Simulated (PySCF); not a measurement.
PySCF 2.14 output of an unrestricted BP86 calculation on a single atom or ion in x2c-SVPall (6s5p5d1f, 53 functions), with scalar relativity by spin-free X2C-1e:

```
SCF conv_tol = 1e-09
number electrons alpha = 23  beta = 21
    A. D. Becke.,  Phys. Rev. A 38, 3098 (1988)
    J. P. Perdew.,  Phys. Rev. B 33, 8822 (1986)
cycle= 1 E= -4783.44463730121  delta_E= -0.00922  |g|= 0.0773  |ddm|= 0.14
cycle= 2 E= -4783.44329488241  delta_E= 0.00134  |g|= 0.102  |ddm|= 0.0851
cycle= 3 E= -4783.44590837746  delta_E= -0.00261  |g|= 0.00519  |ddm|= 0.0545
cycle= 4 E= -4783.44591586318  delta_E= -7.49e-06  |g|= 0.000272  |ddm|= 0.00299
cycle= 5 E= -4783.44591589029  delta_E= -2.71e-08  |g|= 4.27e-05  |ddm|= 0.000188
cycle= 6 E= -4783.44591589095  delta_E= -6.58e-10  |g|= 1.1e-06  |ddm|= 2.78e-05
converged SCF energy = -4783.44591589095  <S^2> = 2.000748  2S+1 = 3.0004986
```

The run itself started from symmetry-adapted Hartree-Fock orbitals and held the occupation by maximum overlap, on a logarithmic radial grid, so the iterations belong to that start.

**Question.** Which element, charge and spin multiplicity is this?

**Answer.** Rh⁺ (rhodium, charge +1), multiplicity 3; the state was [Kr] 4d8, high-spin 3F determinant.
